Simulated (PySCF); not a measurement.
## Basis and Hamiltonian dependence of the excitation energy of Xe

Xe [Xe] (1S) → Xe [Kr] 4d10 5s1 5p6 5d1, s spin flipped. All values are computed (PySCF 2.14, energy differences of UHF-based or UKS calculations, no spin-orbit coupling). Values in eV.

```tsv
basis	Hamiltonian	functions	UHF	r2SCAN	PBE0	MP2 (valence)
def2-QZVPPD with the def2 core potential (28 electrons)	ECP	91	25.123	23.096	23.282	23.637
aug-cc-pwCVTZ-PP with ECP28MDF	ECP	96	25.574	23.451	23.667	24.061
aug-cc-pVQZ-DK3	spin-free X2C	102	25.107	22.937	23.191	23.526
aug-cc-pwCVTZ-DK3 with one added diffuse shell each of s, p, d, f type	spin-free X2C	125	24.734	22.688	22.911	23.559
```

Frozen in the all-electron rows: valence: [Kr] 4d10; with a core potential, the same shells as far as they lie outside it.

At MP2 (valence), aug-cc-pwCVTZ-PP with ECP28MDF lies more than 0.3 eV from the median of the rows with comparable relativity.

In the upper determinant the s electron has its spin opposite to the other open shell, which mixes two multiplicities. The upper state lies above the first ionisation limit, where it may autoionise and the basis confines it.
